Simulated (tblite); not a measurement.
C9H9BN2O.
Numbering: `[OH:1][N:2]1[CH:3]=[CH:4][CH:5]=[CH:6][B:7]1[c:8]1[cH:9][cH:10][n:11][cH:12][cH:13]1` (hydrogens: H14 on O1; H15 on C3; H16 on C4; H17 on C5; H18 on C6; H19 on C9; H20 on C10; H21 on C12; H22 on C13)

Computed with GFN2-xTB (tblite), gas phase: L-BFGS steps from a force-field or distance-geometry start until the largest atomic force falls under 0.01 eV/Å.

Step 53: E = -951.1552 eV
```
atom  x, y, z in Å  |  force x, y, z in eV/Å
O1      0.9953   -2.0850   -1.0449   -0.026   0.027   0.004
N2      1.4246   -0.8676   -0.4939    0.010   0.000   0.005
C3      2.7636   -0.7810   -0.4058    0.010  -0.010  -0.005
C4      3.3774    0.3442    0.0561    0.006   0.001  -0.021
C5      2.6166    1.4636    0.4374   -0.008  -0.023   0.043
C6      1.2515    1.4185    0.3896   -0.007  -0.004  -0.019
B7      0.5491    0.1697   -0.0912   -0.001  -0.016   0.002
C8     -1.0160    0.0011   -0.1244   -0.004   0.007   0.010
C9     -1.8435    1.0824   -0.4441   -0.002  -0.001  -0.011
C10    -3.2187    0.9390   -0.4030   -0.010  -0.011  -0.014
N11    -3.8264   -0.1934   -0.0855   -0.003  -0.021  -0.003
C12    -3.0622   -1.2280    0.2195    0.007   0.002  -0.002
C13    -1.6773   -1.1827    0.2246    0.006  -0.001   0.003
H14     0.0357   -2.0170   -1.1670    0.037   0.018   0.004
H15     3.3122   -1.6553   -0.7226   -0.002  -0.013  -0.029
H16     4.4531    0.3689    0.1183    0.003   0.000  -0.012
H17     3.1456    2.3460    0.7731   -0.029   0.010   0.007
H18     0.7055    2.2979    0.7055    0.016   0.005   0.017
H19    -1.4091    2.0301   -0.7228    0.015   0.007  -0.003
H20    -3.8740    1.7700   -0.6331   -0.002  -0.012  -0.009
H21    -3.5869   -2.1412    0.4747   -0.009   0.027   0.008
H22    -1.1266   -2.0607    0.5360   -0.009   0.009   0.026
```

Step 54: E = -951.1556 eV
```
atom  x, y, z in Å  |  force x, y, z in eV/Å
O1      0.9956   -2.0822   -1.0486   -0.035  -0.002  -0.005
N2      1.4245   -0.8669   -0.4944    0.018  -0.003   0.006
C3      2.7636   -0.7810   -0.4073    0.023   0.001  -0.002
C4      3.3778    0.3428    0.0575    0.004   0.023  -0.026
C5      2.6167    1.4626    0.4385   -0.009  -0.021   0.051
C6      1.2514    1.4174    0.3909    0.000   0.011  -0.019
B7      0.5486    0.1685   -0.0892    0.006   0.007   0.010
C8     -1.0163    0.0010   -0.1207    0.003   0.008  -0.005
C9     -1.8428    1.0821   -0.4439   -0.008   0.003  -0.011
C10    -3.2181    0.9389   -0.4044   -0.010  -0.018  -0.010
N11    -3.8256   -0.1934   -0.0863   -0.017  -0.015  -0.009
C12    -3.0624   -1.2280    0.2206    0.005   0.004  -0.002
C13    -1.6777   -1.1824    0.2283    0.004   0.001   0.000
H14     0.0353   -2.0169   -1.1658    0.035   0.021   0.005
H15     3.3125   -1.6537   -0.7287   -0.009  -0.011  -0.022
H16     4.4539    0.3687    0.1186   -0.009  -0.005  -0.012
H17     3.1444    2.3464    0.7746   -0.030  -0.010  -0.001
H18     0.7056    2.2984    0.7043    0.022  -0.009   0.018
H19    -1.4082    2.0291   -0.7246    0.018   0.004   0.000
H20    -3.8739    1.7688   -0.6372    0.002  -0.011  -0.008
H21    -3.5881   -2.1409    0.4739   -0.009   0.022   0.013
H22    -1.1272   -2.0599    0.5405   -0.002  -0.001   0.029
```

Step 55: E = -951.1560 eV
```
atom  x, y, z in Å  |  force x, y, z in eV/Å
O1      0.9957   -2.0783   -1.0539   -0.042  -0.030  -0.011
N2      1.4248   -0.8658   -0.4956    0.019  -0.006   0.008
C3      2.7639   -0.7808   -0.4097    0.029   0.010  -0.001
C4      3.3783    0.3417    0.0583    0.004   0.038  -0.023
C5      2.6165    1.4610    0.4406   -0.005  -0.013   0.044
C6      1.2511    1.4162    0.3919    0.006   0.021  -0.010
B7      0.5482    0.1673   -0.0872    0.013   0.026   0.015
C8     -1.0166    0.0008   -0.1168    0.009   0.010  -0.022
C9     -1.8421    1.0817   -0.4439   -0.009   0.000  -0.010
C10    -3.2175    0.9383   -0.4065   -0.005  -0.015  -0.009
N11    -3.8250   -0.1939   -0.0880   -0.024  -0.011  -0.013
C12    -3.0625   -1.2281    0.2216   -0.001   0.010  -0.002
C13    -1.6780   -1.1822    0.2327    0.001   0.002  -0.001
H14     0.0343   -2.0161   -1.1626    0.030   0.022   0.003
H15     3.3127   -1.6520   -0.7361   -0.016  -0.005  -0.015
H16     4.4546    0.3681    0.1195   -0.016  -0.006  -0.012
H17     3.1422    2.3466    0.7762   -0.025  -0.028  -0.003
H18     0.7066    2.2987    0.7038    0.020  -0.019   0.019
H19    -1.4064    2.0279   -0.7264    0.013  -0.001   0.003
H20    -3.8735    1.7674   -0.6418    0.004  -0.011  -0.007
H21    -3.5896   -2.1402    0.4733   -0.009   0.012   0.018
H22    -1.1278   -2.0588    0.5471    0.003  -0.007   0.030
```

Step 56: E = -951.1565 eV
```
atom  x, y, z in Å  |  force x, y, z in eV/Å
O1      0.9951   -2.0743   -1.0596   -0.036  -0.042  -0.011
N2      1.4253   -0.8645   -0.4972    0.014  -0.010   0.009
C3      2.7647   -0.7803   -0.4125    0.023   0.016  -0.003
C4      3.3789    0.3410    0.0587    0.001   0.037  -0.016
C5      2.6161    1.4587    0.4437    0.001  -0.001   0.024
C6      1.2510    1.4153    0.3928    0.010   0.023   0.004
B7      0.5480    0.1666   -0.0853    0.017   0.032   0.013
C8     -1.0168    0.0007   -0.1133    0.013   0.003  -0.033
C9     -1.8414    1.0810   -0.4444   -0.008  -0.003  -0.009
C10    -3.2169    0.9372   -0.4092    0.000  -0.011  -0.008
N11    -3.8247   -0.1948   -0.0905   -0.021   0.001  -0.017
C12    -3.0626   -1.2282    0.2224   -0.005   0.008   0.001
C13    -1.6782   -1.1821    0.2371   -0.002   0.005  -0.002
H14     0.0327   -2.0143   -1.1580    0.019   0.020  -0.001
H15     3.3124   -1.6504   -0.7443   -0.016   0.002  -0.008
H16     4.4551    0.3674    0.1205   -0.015  -0.004  -0.014
H17     3.1388    2.3464    0.7781   -0.007  -0.033   0.004
H18     0.7086    2.2991    0.7043    0.010  -0.021   0.021
H19    -1.4039    2.0263   -0.7283    0.003  -0.009   0.006
H20    -3.8729    1.7655   -0.6467    0.003  -0.008  -0.010
H21    -3.5914   -2.1392    0.4735   -0.006   0.000   0.023
H22    -1.1284   -2.0579    0.5547    0.003  -0.005   0.027
```

Q: Estimate the geometry and energy of step 57. (The exact step hangs on the optimiser's Hessian estimate; all steps are aligned on step 56, rigid shifts and turns removed.)

A: E = -951.1569 eV, largest force 0.037 eV/Å
```
atom  x, y, z in Å  |  force x, y, z in eV/Å
O1      0.9937   -2.0719   -1.0629   -0.015  -0.033  -0.002
N2      1.4259   -0.8634   -0.4983    0.003  -0.012   0.009
C3      2.7654   -0.7796   -0.4149    0.007   0.012  -0.007
C4      3.3795    0.3411    0.0584   -0.003   0.021  -0.010
C5      2.6159    1.4568    0.4467    0.006   0.010   0.001
C6      1.2511    1.4150    0.3936    0.008   0.013   0.015
B7      0.5482    0.1668   -0.0839    0.015   0.019   0.004
C8     -1.0166    0.0005   -0.1117    0.011  -0.004  -0.035
C9     -1.8409    1.0803   -0.4454   -0.002  -0.008  -0.007
C10    -3.2165    0.9359   -0.4117    0.003  -0.002  -0.009
N11    -3.8247   -0.1957   -0.0925   -0.009   0.004  -0.017
C12    -3.0626   -1.2282    0.2229   -0.008   0.005   0.003
C13    -1.6780   -1.1820    0.2400   -0.004   0.005  -0.002
H14     0.0308   -2.0120   -1.1540    0.005   0.018  -0.006
H15     3.3116   -1.6492   -0.7508   -0.011   0.007  -0.004
H16     4.4556    0.3669    0.1208   -0.010   0.001  -0.015
H17     3.1357    2.3457    0.7801    0.018  -0.024   0.016
H18     0.7109    2.2995    0.7058   -0.004  -0.014   0.024
H19    -1.4016    2.0248   -0.7300   -0.008  -0.011   0.007
H20    -3.8725    1.7637   -0.6504    0.001  -0.002  -0.013
H21    -3.5927   -2.1382    0.4744   -0.001  -0.008   0.024
H22    -1.1285   -2.0574    0.5603   -0.001   0.003   0.023
```

The energy changes by -0.0004 eV. The first-order estimate −F·Δx gives -0.0005 eV and the mean of the old and new forces, exact on a quadratic surface, -0.0004 eV. The step makes an angle of 74° with the force vector and moves no atom by more than 0.007 Å.

What follows is the cost of the whole relaxation. Time: 1.2 s. Hardware: one thread of an Intel Xeon Platinum 8488C, on a shared host.
